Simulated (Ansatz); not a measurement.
System: sum formula AlBrCl$_{2}$ (charge 0, singlet). 
Geometry from a B3LYP-D3(BJ)/def2-TZVP (Ansatz, a first-principles code) optimisation:
```xyz
4

Cl    -1.4259     1.9076    -0.0725
Al    -0.5191     0.0386    -0.0169
Cl    -1.6937    -1.6756    -0.0290
Br     1.7080    -0.1270     0.0555
```
Charge 0, spin multiplicity 1.

Wanted: vertical ionisation energy (to the doublet state of charge +1; each state is the SCF solution reached for its spin), in eV. Correlated levels leave the core frozen unless marked. Open shells are spin-unrestricted. Spin-orbit coupling is left out. Frozen are the shells of the preceding noble gas and the d and f shells that filled before the atom's block. Non-relativistic. CBS(X,Y): correlation extrapolated as X^-3; Hartree-Fock from the larger set.

CCSD(T)/CBS(def2-TZVPPD,def2-QZVPPD) (Ansatz) gives 11.60 eV.

Another calculation gave 11.33 eV. Which level was it?
(A) SVWN5/def2-TZVPD (Ansatz)
(B) CAM-B3LYP/def2-TZVPD (Ansatz)
(C) wB97X-V/def2-TZVPD (Ansatz)
(D) B3LYP/def2-TZVPD (Ansatz)

B, CAM-B3LYP/def2-TZVPD (Ansatz). The others give 10.94 (B3LYP), 10.72 (SVWN5), 11.46 (wB97X-V) eV.
